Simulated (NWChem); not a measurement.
## Ionisation of pivalic acid (C₅H₁₀O₂)

```
C
C 1 1.5356
O 2 1.2167 1 125.98
O 2 1.3615 3 121.91 1 179.96
H 4 0.9821 2 105.11 3 -0.01
C 1 1.5357 2 108.70 3 -0.26
H 6 1.1075 1 111.21 2 59.57
H 6 1.1075 7 107.27 1 121.82
H 6 1.1088 7 108.48 8 116.99
C 1 1.5456 2 108.74 3 -120.56
H 10 1.1072 1 111.32 2 -60.11
H 10 1.1091 11 108.17 1 -122.54
H 10 1.1093 11 108.34 12 -116.62
C 1 1.5457 2 108.68 3 120.00
H 14 1.1073 1 111.32 2 60.04
H 14 1.1091 15 108.18 1 122.54
H 14 1.1093 15 108.34 16 116.62
```
Charge 0, spin multiplicity 1.

Program: NWChem. The geometry was optimised at PBE/def2-SVP, with no frequency check, so it may be a saddle point. It is one conformer; others weren't searched.

Basis set: def2-SVP. The species with one electron less has spin multiplicity 2 and keeps the geometry of the parent. Δ marks differences of total energies (open shells unrestricted). −ε marks an orbital energy of the parent. That orbital need not have the symmetry of the hole or added electron in the Δ rows.

The correlated methods keep 7 core orbitals frozen. B3LYP has NWChem's definition, with VWN1-RPA local correlation. The stability of the SCF solutions was not checked.

Task: One of these methods gave a first vertical ionisation energy of 9.10 eV. Which?
(A) ΔPBE
(B) G0W0@LDA (SVWN5)
(C) ΔB2PLYP
(D) −ε(HOMO) of B3LYP

Result: B, G0W0@LDA (SVWN5). The others give 7.49 (−ε(HOMO) of B3LYP), 9.66 (ΔPBE), 10.18 (ΔB2PLYP).
